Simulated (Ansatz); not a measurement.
```yaml
crystal:
  periodic: [false, false, false]
  atoms:
    - {symbol: F, position_ang: [-0.062037, -1.970705, 0.877656]}
    - {symbol: C, position_ang: [-0.143186, -0.758847, 0.334568]}
    - {symbol: C, position_ang: [0.881163, 0.038909, -0.060452]}
    - {symbol: Al, position_ang: [-0.780465, 0.835425, -0.361422]}
    - {symbol: H, position_ang: [1.952021, -0.142046, -0.016215]}
    - {symbol: H, position_ang: [-1.805397, 1.933365, -0.820335]}
basis:
  gaussian: {orbitals: 6-31G}
hamiltonian: {xc: {name: HF}}
correlation: {method: mp2, frozen_orbitals: {F: 9}}
output: {forces: true}
```

```sh
$ ansatz run in.yaml --threads 2 --pin off --events-out ev --progress --plain --max-ram 4352MiB
```

It prints (some lines left out):

```
Functional definition: HF
Error: "frozen_orbitals" has no count for C
```

In this input frozen orbitals are typed for one element alone, and the program wants a count for each. The program refused the input.
